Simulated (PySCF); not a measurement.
InF2Cl, SMILES [F][In]([F])[Cl]. Atoms are numbered in the order given.

```xyz
4

In     0.0000     0.0000    -0.2524
F      0.0000    -1.6601    -1.2694
F      0.0000     1.6601    -1.2694
Cl     0.0000     0.0000     2.0714
```
Charge 0, spin multiplicity 1.

The structure is a stationary point at B3LYP-D3(BJ)/def2-SVP. The def2 effective core potentials stand for the cores of In; spin–orbit coupling is left out.

Level of theory: PBE/def2-TZVPD run with PySCF.

Symmetry labels are those of the subgroup C2v that the program uses (full group C2v).

Question: List the valence orbital energies around the gap with their symmetry. (An estimate is asked for; the answer gives what the named calculation found.)

Answer: 
```
orbital  symmetry  energy (eV)
-------  --------  -----------
HOMO−7         B2       -10.24
HOMO−6         A1       -10.11
HOMO−5         B1        -9.59
HOMO−4         A2        -9.25
HOMO−3         B2        -9.17
HOMO−2         A1        -9.05
HOMO−1         B1        -8.56
HOMO           B2        -8.42
LUMO           A1        -4.44
LUMO+1         B1        -2.49
LUMO+2         B2        -0.25
LUMO+3         A1        -0.16
```
